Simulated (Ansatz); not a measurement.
Ideal-gas functions of `[OH][InH][Br]` at 298.15 K and 1 bar, from an Ansatz frequency run at PBE0-D4/def2-TZVP.

Molar mass 212.74 g/mol, point group Cs (symmetry number 1), electronic degeneracy 1, moments of inertia 48.98, 341.957, 390.937 u Å². Harmonic wavenumbers (cm⁻¹, unscaled): 114, 257, 312, 388, 438, 616, 807, 1877, 3886.

Use S(trans) = R[1.5 ln M + 2.5 ln T − 1.1517]; rotational temperatures θ = 24.2544 K / I; S(rot) = R[ln(√π/σ · √(T³/θAθBθC)) + 1.5]; for each mode x = 1.438777 ν̃/T, S = R[x/(eˣ − 1) − ln(1 − e⁻ˣ)] and H = RT x/(eˣ − 1); 1 cm⁻¹ = 0.0119627 kJ/mol; R = 8.31446 J/(mol·K).

By hand: the entropy, in J/(mol·K).

Translation 175.7. Rotation: θ = 0.4952, 0.0709, 0.062 K, giving 113.8. Vibration, mode by mode: 13.39, 7.04, 5.66, 4.22, 3.48, 1.77, 0.84, 0.01, 0.00, in all 36.4. Electronic 0.0. Sum 325.9 J/(mol·K).

By hand: H − E and G − E in kJ/mol, counted from the electronic energy.

Zero-point energy ½ × 8695 × 0.0119627 = 52.0; thermal vibration 6.3; translation, rotation and pV give 4 RT = 9.9. H − E = 68.2 kJ/mol, and G − E = 68.2 − 298.15 × 325.9/1000 = -29.0 kJ/mol.

Vibration gives 11 % of the entropy, 13.4 J/(mol·K) of it from the mode under 150 cm⁻¹: soft modes count most, and the harmonic formula is weakest for them. The sum counts one conformer and one mirror image; others add a mixing term.
